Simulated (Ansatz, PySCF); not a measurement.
Dimer: CH4 (SMILES C) (first 5 atoms) with C2H6O (SMILES COC); geometry from B3LYP-D3(BJ)/def2-TZVP, rigid monomers moved along the line of their centres of mass till H5···O7 is 2.94 Å.
(charge 0, multiplicity 1):
```xyz
14

C      0.1001     0.0483    -0.3766
H      1.1471     0.2851    -0.5645
H     -0.5087     0.4342    -1.1935
H     -0.0194    -1.0335    -0.3196
H     -0.2139     0.5011     0.5626
C      1.0882     0.2272     3.6483
O     -0.2967     0.4525     3.5035
C     -1.0516    -0.7316     3.6344
H      1.4633    -0.4639     2.8823
H      1.3241    -0.1869     4.6373
H      1.5885     1.1878     3.5357
H     -0.7739    -1.4698     2.8708
H     -2.1000    -0.4660     3.5073
H     -0.9137    -1.1860     4.6243
```

Monomers are frozen at their geometry in the pair; levels with a basis set take the counterpoise correction.

Correlated levels freeze the cores.

Codes used: Ansatz (Gaussian orbitals); PySCF for the dispersion terms. Values without a source in brackets are computed.

PBE/def2-TZVPPD gives -23.4 meV for the interaction energy.

Q: Predict the shift from PBE, with its sign, for: PBE-D3(BJ)/def2-TZVPPD, r2SCAN/def2-TZVPPD, PBE0/def2-TZVPPD, wB97M-V/def2-TZVPPD, MP2/aug-cc-pVDZ, CCSD(T)/aug-cc-pVDZ.

A: PBE-D3(BJ)/def2-TZVPPD -32.0; r2SCAN/def2-TZVPPD -5.0; PBE0/def2-TZVPPD 3.3; wB97M-V/def2-TZVPPD -20.4; MP2/aug-cc-pVDZ -17.3; CCSD(T)/aug-cc-pVDZ -18.3 meV. 1 of 6 lie above PBE; the widest gap is to PBE-D3(BJ)/def2-TZVPPD.

Ansatz is an electronic-structure program.
